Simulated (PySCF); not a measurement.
## Correlation energy of N (nitrogen, neutral)

[He] 2s2 2p3, high-spin 4S determinant. Computed with PySCF 2.14 in cc-pVDZ (3s2p1d, 14 functions), with the non-relativistic Hamiltonian (point nucleus). Frozen: 1s2; 5 electrons correlated.

MP2 pair energies summed by pair of shells (mhartree):

```csv
pair,energy,share (%)
2s-2p,-45.17,63.9
2p-2p,-17.68,25.0
2s-2s,-7.89,11.2
```

Total MP2 correlation energy: -70.74 mhartree.

Same-spin part -21.42 and opposite-spin part -49.32 mhartree; SCS-MP2 scales them by 1/3 and 6/5 to -66.32 mhartree.

```json
{"level": "CCSD", "correlation energy (mhartree)": "-86.76"}
{"level": "(T)", "correlation energy (mhartree)": "-0.63"}
{"level": "CCSD(T)", "correlation energy (mhartree)": "-87.39"}
```

Diagnostics: T1 = 0.0036, D1 = 0.0088, largest double amplitude 0.040.

Cost of the coupled-cluster step: 0.06 s of wall time on 1 thread of Neoverse-V2 (shared host), for 5 correlated electrons.
